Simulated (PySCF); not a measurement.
Computed properties of C9H6N4, SMILES C1=CC2=NC=CC3=NC=CC(=N1)N23

C₉H₆N₄, SMILES C1N=C2C=CN=C3C=CN=C(C=1)N23. Coordinates come from a r2SCAN-D4/def2-SVP optimisation. The values are those of a single conformer. All values are computed for the isolated molecule unless a solvent is named; none is compared with measurement here.

**Structure.** The optimised structure has C3h symmetry. All 51 harmonic modes at r2SCAN-D4/def2-SVP (PySCF) are real, so it is a minimum. With heavy atoms numbered as in [CH:1]1=[CH:2][C:3]2=[N:4][CH:5]=[CH:6][C:7]3=[N:8][CH:9]=[CH:10][C:11](=[N:12]1)[N:13]23, the shortest bond between them is C11–N12 at 1.324 Å and the longest C10–C11 at 1.421 Å.

**Vibrations.** The strongest infrared lines (harmonic, unscaled, degenerate partners summed) lie at 1687 cm⁻¹ (1313 km/mol, C 81 %, N 15 %), 1617 cm⁻¹ (140 km/mol, C 71 %, N 22 %), 1303 cm⁻¹ (130 km/mol, C 43 %, H 39 %, N 18 %). The softest mode is at 130 cm⁻¹ and the zero-point energy is 88.2 kcal/mol.

**Electronic structure.** CAM-B3LYP/def2-SVP (PySCF) places the frontier levels at -6.68 and -1.19 eV, a gap of 5.49 eV, and gives a dipole moment of 0.00 D and a mean polarisability of 122.3 bohr³. PBE/def2-SVP (PySCF) at the same geometry gives -4.93 and -3.07 eV, so its gap is 3.63 eV narrower. An orbital gap is neither the optical nor the fundamental gap.

**Excitations.** TDA-ωB97X/def2-SVP (PySCF) has S1 at 2.45 eV (506 nm, f = 0.000, dark); the most intense of the 6 singlets computed lies at 4.71 eV (f = 0.80). Strengths of degenerate partners are summed. T1 (TDA) is at 2.08 eV, 0.37 eV under S1. TDA-PBE/def2-SVP (PySCF) puts S1 at 2.00 eV.

**NMR.** GIAO shifts at KT2/pcSseg-1 (PySCF) (non-relativistic, atoms alike by connectivity averaged): ¹³C from 110.1 to 155.2 ppm against TMS; ¹H from 5.1 to 6.7 ppm against TMS.

**Solvation.** SMD-ωB97X/def2-SVP (PySCF) gives -10.4 kcal/mol in water, -11.1 kcal/mol in toluene, -12.7 kcal/mol in chloroform (1 M in both phases, gas-phase geometry); of these solvents chloroform holds the molecule best.
